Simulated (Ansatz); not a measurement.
`BN=CF` at its PBE0-D4/def2-TZVP geometry, where that method's forces vanish. Total charge 0; spin multiplicity 1.

```xyz
7

B    -0.0207    1.3047   -0.2815
N     0.0103   -0.0166    0.0575
C     0.0323   -1.2076    0.3331
F    -0.1527   -2.1621   -0.5873
H    -1.0645    1.8859   -0.2353
H     0.9987    1.8403   -0.6029
H     0.1966   -1.6447    1.3164
```

Problem. What forces (eV/Å) does PBE-D4/def2-TZVPP give on these atoms in Ansatz 0.2.0? (An estimate is asked.)

Solution. The calculation gave: 
```
B1  -0.001  0.052 -0.010
N2  -0.011  0.912 -0.177
C3   0.087 -0.414  0.550
F4  -0.113 -0.610 -0.559
H5  -0.115  0.076  0.001
H6   0.113  0.072 -0.039
H7   0.041 -0.089  0.234
```
